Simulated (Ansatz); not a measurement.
`C#[C][Ti]([F])([F])[F]`, 7 atoms. The species carries charge 0 and has multiplicity 1. Correlated methods include outer-core shells of Ti, which these sets cover unevenly. Scalar relativity is left out up to krypton. All runs use 4 threads of an Arm Neoverse V2 on a shared host. Correlated methods freeze the cores.

**Question.** How many basis functions does each run have, and how long does it take in Ansatz? RKS PBE0-D4/def2-QZVPP energy; RKS B97M-V/def2-TZVPP energy; RKS B3LYP-D4/def2-TZVPP energy and forces; RKS PBE0-D4/def2-TZVP frequencies; RKS PBE0-D4/def2-TZVPP energy; RHF-CCSD(T)/def2-SVP energy; RKS PBE0-D4/def2-SVP energy; RKS PBE0-D4/def2-TZVP relaxation (4 steps); RKS ωB97M-V/def2-QZVPP energy; RHF-CCSD(T)/def2-TZVPP energy; RKS ωB97M-V/def2-SVP energy; RHF-MP2/def2-QZVPP energy. (Estimate.)

**Answer.** The calculation gave: Other jobs shared the machine, so times are rough.

```tsv
level	job	functions	wall time	peak host memory (GiB)
RKS PBE0-D4/def2-SVP	energy	106	1.1 s	0.43
RKS PBE0-D4/def2-TZVPP	energy	233	2.5 s	0.59
RKS B3LYP-D4/def2-TZVPP	energy and forces	233	4 s	0.65
RKS ωB97M-V/def2-SVP	energy	106	5 s	0.43
RKS PBE0-D4/def2-QZVPP	energy	408	5.5 s	1.3
RHF-CCSD(T)/def2-SVP	energy	106	8 s	0.57
RKS B97M-V/def2-TZVPP	energy	233	8.5 s	0.4
RHF-MP2/def2-QZVPP	energy	408	13 s	1.9
RKS PBE0-D4/def2-TZVP	relaxation (4 steps)	206	15 s	0.56
RKS ωB97M-V/def2-QZVPP	energy	408	16 s	1.6
RKS PBE0-D4/def2-TZVP	frequencies	206	94 s	0.57
RHF-CCSD(T)/def2-TZVPP	energy	233	3.2 min	4.9
```

B3LYP here is the variant with VWN-RPA as its local correlation; programs differ in this.
